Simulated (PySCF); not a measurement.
C₄HCl₂F, SMILES C#CC(F)=C(Cl)Cl. Geometry optimised at PBE-D3(BJ)/def2-SVP. The structure was generated by enumeration, and PubChem lists no compound with its InChIKey, so it may never have been made.

Calculation: PBE-D3(BJ)/def2-SVP run with PySCF.

Harmonic wavenumbers (cm⁻¹): 96, 119, 222, 258, 273, 394, 417, 459, 591, 604, 612, 692, 918, 970, 1265, 1607, 2147, 3404. Rotational constants (GHz): 2.351, 1.454, 0.8983; symmetry number 1.

Task: Work out the zero-point energy and the ideal-gas rigid-rotor harmonic-oscillator thermochemistry at 298.15 K and 1 atm.

Result: ZPE = ½ Σ hcν = ½ × 15048 cm⁻¹ = 90.01 kJ/mol. H − E(el) = 111.64 kJ/mol. Entropy in J/(mol K): translation 170.28, rotation 121.50, vibration 68.74, total 360.52. G − E(el) = 4.15 kJ/mol. Cp = 110.50 J/(mol K). Modes under 150 cm⁻¹ make the vibrational entropy uncertain.
